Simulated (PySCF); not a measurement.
Checking a proposed structure

A compound C₉H₉N gives the data below (simulated from a calculation) and was assigned the structure `Cc1ccc2cc[nH]c2c1`.

13C{1H} NMR (computed): δ 138.0 (CH, 2C), 133.7 (CH, 2C), 132.8 (CH), 128.3 (C), 101.8 (C), 91.2 (C), 36.6 (CH2).

1H NMR (500 MHz, computed): δ 7.72 (m, 2H), 7.59 (m, 2H), 7.52 (m, 1H), 3.83 (s, 2H), 0.98 (br s, 2H).

- structure optimised with GFN2-xTB
- PBE0/pcSseg-1 with gauge-including orbitals
- run in PySCF 2.14.0 with density-fitted response routines
- one computed conformer, equivalent nuclei averaged, no solvent, relativity neglected

Chemical shifts δ = σref − σ; 1H, 13C against TMS, all at this level.

Q: Compare with the shifts computed for the proposed structure, pairing carbons in order of shift.

A: Mapped SMILES: `[CH3:1][c:2]1[cH:3][cH:4][c:5]2[cH:6][cH:7][nH:8][c:9]2[cH:10]1`. Hydrogens are named by the atom that carries them.

```tsv
atom	computed for proposal	given list	difference
C9	139.7	138.0	+1.7
C2	136.5	138.0	-1.5
C5	130.6	133.7	-3.1
C3	126.4	133.7	-7.3
C7	126.0	132.8	-6.8
C4	126.0	128.3	-2.3
C10	113.9	101.8	+12.1
C6	107.9	91.2	+16.7
C1	24.7	36.6	-11.9
```

The rms difference is 8.7 ppm and the largest +16.7 ppm at C6 (aromatic CH). The proposal also would give 9 carbon signals, not 7. The carbon types in order of shift don't match either: C, C, C, CH, CH, CH, CH, CH, CH3 for the proposal against CH, CH, CH, CH, CH, C, C, C, CH2 in the data. The proposal doesn't fit.

Q: Which isomer fits?

A: `NCC#Cc1ccccc1`.

- Carbon types of the structure: 3 × C, 5 × CH, 1 × CH2, leaving 2 H on heteroatoms.
- δC 138.0, 133.7, 132.8: aromatic CH; the aromatic region.
- δC 128.3: substituted aromatic carbon.
- δC 101.8, 91.2: alkyne carbon; the triple bond shields along its axis, which puts it between sp3 and sp2 carbons.
- δH 3.83: hydrogen on a propargylic sp3 CH2 bonded to N; its carbon carries N, which withdraws density.

Other isomers checked: Cc1ccc2ccccn12 (rms 13.1 ppm); CC#Cc1ccccc1N (rms 15.1 ppm).

The data come from this structure; uniqueness wasn't tested.

OH and NH positions are those of a molecule without intermolecular hydrogen bonds; in solution they move with solvent, concentration and temperature, and exchange usually removes their couplings. Shifts are as computed. Against solution values, carbons near 30 ppm lie about +3 ppm off and those near 130 ppm about +5 ppm. Of 1211 compounds with measured shifts, 218 miss one by over three times the rms of a fit or turn the order of signals round; such compounds aren't used in these exercises. No couplings were computed; multiplicities are counted from neighbouring protons, with m where these are inequivalent, close in shift, in a saturated or five-membered ring or joined by F or P, and br s for small geminal =CH2 splittings.
